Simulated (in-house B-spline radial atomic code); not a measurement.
A run on I IV (I3+) (an excited or competing configuration) that did not converge. Method: non-relativistic TPSSh, spin-polarised, spherical fractional occupations, point nucleus; computed with a B-spline radial code for spherical atoms. In the input, 2p2,3 would mean two up and three down electrons.

Command:
```bash
python run_scf.py task.json out
```
Settings:
```
Z                53
configuration    1s2 2s2 2p6 3s2 3p6 3d10 4s2 4p6 4d10 5s2 5p0,1 6f0,1
hamiltonian      nr
method           tpssh
spin_polarised   True
```

First and last ten iterations of the last attempt (damped for 15 steps, keeping 80 % of the old Fock matrix, then DIIS):
```
 iter        energy (Eh)    residual
    1       -6916.923988    8.26e-02
    2       -6916.928209    1.71e-03
    3       -6916.928240    1.24e-03
    4       -6916.928256    9.25e-04
    5       -6916.928265    6.93e-04
    6       -6916.928269    5.23e-04
    7       -6916.928272    3.97e-04
    8       -6916.928274    3.03e-04
    9       -6916.928275    2.32e-04
   10       -6916.928275    1.79e-04
  111       -6916.928276    1.23e-06
  112       -6916.928276    1.06e-06
  113       -6916.928276    6.80e-07
  114       -6916.928276    6.60e-07
  115       -6916.928276    6.08e-07
  116       -6916.928276    6.01e-07
  117       -6916.928276    5.98e-07
  118       -6916.928276    5.99e-07
  119       -6916.928276    1.08e-06
  120       -6916.928276    1.08e-06
 not converged after 120 iterations
```

The smallest residual met was 6.0e-07; the threshold is about 5e-07. Over the last five steps the energy moves by less than 1e-08 hartree, but the orbitals didn't meet the threshold. Run time, properties included: 3.5 s on 1 thread of Intel(R) Xeon(R) 6975P-C (shared host).
